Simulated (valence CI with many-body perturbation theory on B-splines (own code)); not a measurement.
## Pd¹³⁺: configurations and terms from energies and g

Calculated by configuration interaction combined with many-body perturbation theory (CI+MBPT): five valence electrons over a frozen Dirac-Fock core [Ar] 3d10, a basis of 9 s, 9 p, 8 d, 6 f, 3 g, 1 h functions for each j, with the one-electron correlation potential Σ1 (screened to all orders), the two-electron term Σ2, the three-electron term Σ3, Breit, model QED; selected single and double excitations, second order for the rest (own B-spline code, finite nucleus).

No measured spectrum was set against this ion. As an estimate, levels hold to about 250 cm⁻¹ or 0.2 % of their energy and the worst to 1 %, as in measured heavy ions of charge 2 to 7; those with d or f electrons hold less well. Among the levels kept, up to 360 cm⁻¹ of a level comes from second order outside the variational space, and about a tenth of that is noise between levels of different J, which matters for small intervals.

| No. | J | Parity | E (cm⁻¹) | g |
| --- | --- | --- | --- | --- |
| 3 | 5/2 | odd | 54968 | 1.199 |
| 4 | 1/2 | odd | 79370 | 0.665 |
| 6 | 5/2 | even | 305240 | 1.568 |
| 7 | 3/2 | even | 333190 | 1.657 |
| 8 | 1/2 | even | 338830 | 2.573 |
| 10 | 5/2 | even | 388050 | 1.231 |
| 13 | 3/2 | even | 467470 | 0.565 |
| 18 | 1/2 | even | 505730 | 0.095 |
| 21 | 9/2 | even | 517300 | 1.281 |

Energies count from the lowest level. Strongly mixed levels and levels close to another of their J and parity are left out, so the numbers can have gaps.

Problem. Give configuration and LS term of each level.

Solution. 3: 4s2 4p3 2D°; 4: 4s2 4p3 2P°; 6: 4s 4p4 4P; 7: 4s 4p4 4P; 8: 4s 4p4 4P; 10: 4s 4p4 2D; 13: 4s2 4p2 4d 4F; 18: 4s2 4p2 4d 4D; 21: 4s2 4p2 4d 4F.
